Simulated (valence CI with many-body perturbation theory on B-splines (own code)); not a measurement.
Results of a calculation; reference values are marked as such.
## Ladder of approximations for Gd43+

Level of theory: configuration interaction combined with many-body perturbation theory (CI+MBPT): three valence electrons over a frozen Dirac-Fock core [Ar], a basis of 9 s, 9 p, 10 d, 8 f, 5 g, 3 h, 1 i functions for each j, with the one-electron correlation potential Σ1 (screened to all orders), the two-electron term Σ2, the three-electron term Σ3, Breit, model QED; selected single and double excitations, second order for the rest (own B-spline code, finite nucleus).

No measured spectrum was set against this ion. As an estimate, large intervals hold to a few tenths of a per cent, small ones and those within an open d or f shell to about a per cent. Only levels of the ground parity were solved; by the run's estimate the other parity begins above the list, which can be wrong where configurations are misplaced.

Each rung adds one term. CI alone is the Dirac-Coulomb CI over the frozen core; QED comes last and gives the full result, which names the levels. Energies are above (3d3/2^3) J=3/2 on the same rung, in eV.

Levels are named by their leading jj configuration (3d3/2^4 stands for four electrons in 3d with j = 3/2), which in mixed levels can hold well under half, so a name can repeat and another be missing. Letters in brackets count levels of one name in rising energy.

| Level | CI alone |
| --- | --- |
| (3d3/2^2 3d5/2) J=5/2 [a] | 30.47 |
| (3d3/2^2 3d5/2) J=3/2 | 36.34 |
| (3d3/2^2 3d5/2) J=7/2 | 39.20 |
| (3d3/2^2 3d5/2) J=9/2 | 40.16 |
| (3d3/2^2 3d5/2) J=1/2 | 40.90 |
| (3d3/2^2 3d5/2) J=5/2 [b] | 58.56 |
| (3d3/2 3d5/2^2) J=7/2 [a] | 69.09 |
| (3d3/2 3d5/2^2) J=9/2 | 72.89 |
| (3d3/2 3d5/2^2) J=3/2 [a] | 76.83 |
| (3d3/2 3d5/2^2) J=1/2 | 79.30 |
| (3d3/2 3d5/2^2) J=11/2 | 81.65 |
| (3d3/2 3d5/2^2) J=5/2 [a] | 82.32 |
| (3d3/2 3d5/2^2) J=5/2 [b] | 87.77 |
| (3d3/2 3d5/2^2) J=7/2 [b] | 89.68 |
| (3d3/2 3d5/2^2) J=3/2 [b] | 103.33 |
| (3d5/2^3) J=9/2 | 110.70 |

(1) What do these energies become with core correlation, Breit and QED?

(2) How does the ionisation energy move along the ladder, and which term matters most?

Results:

(1) (3d3/2^2 3d5/2) J=5/2 [a] 30.07 (-0.405); (3d3/2^2 3d5/2) J=3/2 35.79 (-0.552); (3d3/2^2 3d5/2) J=7/2 38.03 (-1.176); (3d3/2^2 3d5/2) J=9/2 38.79 (-1.371); (3d3/2^2 3d5/2) J=1/2 39.99 (-0.914); (3d3/2^2 3d5/2) J=5/2 [b] 57.31 (-1.256); (3d3/2 3d5/2^2) J=7/2 [a] 67.90 (-1.189); (3d3/2 3d5/2^2) J=9/2 71.25 (-1.633); (3d3/2 3d5/2^2) J=3/2 [a] 75.54 (-1.293); (3d3/2 3d5/2^2) J=1/2 77.88 (-1.420); (3d3/2 3d5/2^2) J=11/2 79.51 (-2.141); (3d3/2 3d5/2^2) J=5/2 [a] 80.59 (-1.730); (3d3/2 3d5/2^2) J=5/2 [b] 85.84 (-1.930); (3d3/2 3d5/2^2) J=7/2 [b] 87.48 (-2.205); (3d3/2 3d5/2^2) J=3/2 [b] 101.64 (-1.688); (3d5/2^3) J=9/2 108.60 (-2.102).

(2) CI alone 3419.0, + Σ1 3421.6, + Σ2 3427.4, + Σ3 3427.5, + Breit 3424.9, + QED 3425.0 eV. The largest step is Σ2, 5.8 eV. NIST lists 3424 ± 4 eV (theoretical).
